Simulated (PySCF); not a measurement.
## C: interval between two levels

C [He] 2s2 2p2 [3P2, M_J = 2] → C [He] 2s1 2p2 3s1 [5P3, M_J = 3], as a difference of total energies. Computed with PySCF 2.14 in x2c-SVPall-2c with one added diffuse shell of s type (4s2p1d, 15 functions), with the two-component X2C-1e Hamiltonian. Correlated levels: 1s2 frozen. "Screened" scales the spin-orbit matrix elements by Boettger's factors to mimic the two-electron term; Breit and QED terms are absent.

| method | interval between two levels (cm⁻¹) |
| --- | --- |
| GHF (spin-free) | 87650 |
| GMP2 (spin-free) | 96642 |
| GHF (screened spin-orbit) | 87655 |
| GMP2 (screened spin-orbit) | 96648 |

The labels give the starting determinants; with spin-orbit coupling the two ends relaxed to ⟨J²⟩ = 6.01, ⟨L²⟩ = 2.00, ⟨S²⟩ = 2.01 and ⟨J²⟩ = 12.00, ⟨L²⟩ = 2.00, ⟨S²⟩ = 6.00.
